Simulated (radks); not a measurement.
Problem. Neutral niobium: order these configurations by energy. Calculated with a radial shooting solver on a logarithmic mesh with Libxc functionals: scalar-relativistic Kohn-Sham, r2SCAN, spin-polarised, spherical densities, finite nucleus; meta-GGA in the generalised Kohn-Sham scheme; Fermi nuclear charge, rms radius of each element as measured or else 0.836 A^(1/3) + 0.57 fm. Open shells are filled with parallel spins first. [Kr] 4d3 5s1 5p1; [Kr] 4d3 5s2; [Kr] 4d4 5p1; [Kr] 4d4 5s1; [Kr] 4d5.

Solution. From the lowest, in eV above it: [Kr] 4d4 5s1 0.000; [Kr] 4d5 1.081; [Kr] 4d3 5s2 1.669; [Kr] 4d3 5s1 5p1 3.336; [Kr] 4d4 5p1 3.402.
